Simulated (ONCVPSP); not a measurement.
Co, ONCV: configuration errors across variants

* Element: Co (Z = 27)
* Generator: ONCVPSP 4.0.1
* Type: optimised norm-conserving Vanderbilt (ONCV)
* Functional: LDA (Perdew-Zunger)
* Relativity: scalar-relativistic
* Frozen core: [Ne] 3s2
* Valence charge: 15
* Reference configuration: 3p6 3d7 4s0.5 (charge +1.5)
* Partial waves: 4s: rc 2.30 bohr, ncon 4, nbas 8, qcut 3.1 1/bohr, 3 projectors, debl 3.8 Ha; 3p: rc 0.95 bohr, ncon 4, nbas 9, qcut 15.1 1/bohr, 1 projector; 3d: rc 0.85 bohr, ncon 5, nbas 8, qcut 10.9 1/bohr, 3 projectors, debl 2.4 Ha
* Local potential: polynomial inside 0.85 bohr (lpopt 3, dvloc0 -1 Ha)
* Core correction: Teter function, fcfact 5, rcfact 1.45

All-electron excitation energies from the reference (eV): (1) 3p6 3d7 4s2 -16.829; (2) 3p6 3d7 4s1 -7.534; (3) 3p6 3d7 4s0 9.551; (4) 3p6 3d6 4s2 -1.369.

1 further variants failed, have other tests or too few solved ones, and are left out.

A true bound ghost makes a file unfit for plane-wave use even where its test errors are small: the radial tests pick states by their node count and pass the ghost by.

Errors AE − PS in meV (a dash: test not solved or not reliable):

```tsv
change	(1)	(2)	(3)	(4)	bound ghosts	GHOST(+) flags above zero
base	-15	-2.1	-4.9	-131	d	s, d
s: qcut 3.4; p: qcut 16.5; d: qcut 11.9	-15	-2.1	-4.9	-158	none	s, d
d: rc 0.84; local potential polynomial inside 0.84 bohr (lpopt 3, dvloc0 -1 Ha)	-15	-2.1	-5.0	-132	d	s, d
core correction Teter function, fcfact 5, rcfact 1.56	-15	-2.1	-5.0	-132	d	s, d
local potential polynomial inside 0.55 bohr (lpopt 5, dvloc0 0 Ha)	-15	-2.1	-4.9	-131	s, d	s, d
```

(1) Give the same row for: d: qcut 7.7.

## Answers

(1) -15, -2.0, -4.9, -130; bound ghosts: d; GHOST(+) flags above zero: s.
